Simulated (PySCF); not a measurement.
# Rubidium: a sound run and one with changed settings

Sound run: Rb²⁺ [Ar] 3d10 4s2 4p5, Rb³⁺ [Ar] 3d10 4s2 4p4. Calculation: PySCF 2.14, in x2c-TZVPall (8s6p6d1f, 63 functions); the spin-free X2C one-electron Hamiltonian (Gaussian nucleus). In the sound run the correlated levels freeze [Ar] 3d10 4s2. The sound run starts from symmetry-adapted Hartree-Fock orbitals and uses a fine grid where one is needed.

A second run was set up differently.

| species | method | sound run (hartree) | changed run (hartree) | converged |
| --- | --- | --- | --- | --- |
| Rb²⁺ | UHF | -2978.00539 | -2978.00539 | yes |
| Rb²⁺ | B3LYP | -2979.85988 | -2979.85988 | yes |
| Rb²⁺ | M06-2X | -2979.99300 | -2979.99300 | yes |
| Rb²⁺ | MP2 | -2978.08691 | -2978.08209 | yes |
| Rb³⁺ | UHF | -2976.60245 | -2976.60245 | yes |
| Rb³⁺ | B3LYP | -2978.41105 | -2978.41105 | yes |
| Rb³⁺ | M06-2X | -2978.55586 | -2978.55586 | yes |
| Rb³⁺ | MP2 | -2976.64899 | -2976.64635 | yes |

Ionisation energy of Rb²⁺:

```json
{"method": "UHF", "sound run (eV)": "38.176", "changed run (eV)": "38.176"}
{"method": "B3LYP", "sound run (eV)": "39.425", "changed run (eV)": "39.425"}
{"method": "M06-2X", "sound run (eV)": "39.107", "changed run (eV)": "39.107"}
{"method": "MP2", "sound run (eV)": "39.128", "changed run (eV)": "39.069"}
{"method": "SCS-MP2", "sound run (eV)": "39.179", "changed run (eV)": "39.118"}
```

(1) What was changed?
A. level shift left on
B. minimal basis
C. too few SCF iterations
D. radial grid too coarse

Answers

(1) A. It used initial guess minao, at most 50 SCF cycles, level shift 0.1 hartree. A level shift leaves the converged SCF energy unchanged but raises the virtual orbital energies, which shrinks MP2 if it is not removed.
